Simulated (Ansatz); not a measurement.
Ansatz (an electronic-structure program) input (B3LYP/def2-TZVPD):

Ansatz 0.2 input:
```yaml
crystal:
  periodic: [false, false, false]
  atoms:
    - {symbol: Ge, position_ang: [-0.08275598, 0.53781547, 0.33165785]}
    - {symbol: Cl, position_ang: [1.82797786, -0.31650379, -0.26015654]}
    - {symbol: Cl, position_ang: [-1.66244819, -0.72097814, -0.47520065]}
    - {symbol: H, position_ang: [-0.16581297, 0.42709784, 1.88802085]}
basis:
  gaussian:
    orbitals: def2-TZVPD
hamiltonian:
  xc: {name: B3LYP}
total_charge: -1
```

End of the output:

```
integrals: 0.09 GiB planned
1057 factors; their error is unknown
mean field: 0.77 GiB planned
mean field evaluation 1: about -81584.9986 eV, gradient 2.5e1 eV
mean field evaluation 2: about -81584.6665 eV, gradient 3.0e1 eV
mean field evaluation 4: about -81586.0759 eV, gradient 6.1e-1 eV
mean field evaluation 8: about -81586.3081 eV, gradient 4.5e-2 eV
mean field evaluation 16: about -81586.3081 eV, gradient 2.7e-5 eV
mean field -81586.30813530 eV, -2998.2415227865 hartree, gradient 2.7e-5 eV, S^2 0.000000; 0 other end points of the search recorded, 0 dependent functions left out
reference -81586.30836690 eV, -2998.2415312977 hartree; 34, 34 occupied and 121, 121 virtual orbitals, 1057 factors
Total energy: -81586.30836690 eV, -2998.2415312977 hartree
```

This state (charge -1, singlet) is run at the relaxed geometry of the species with charge 0 and multiplicity 2.
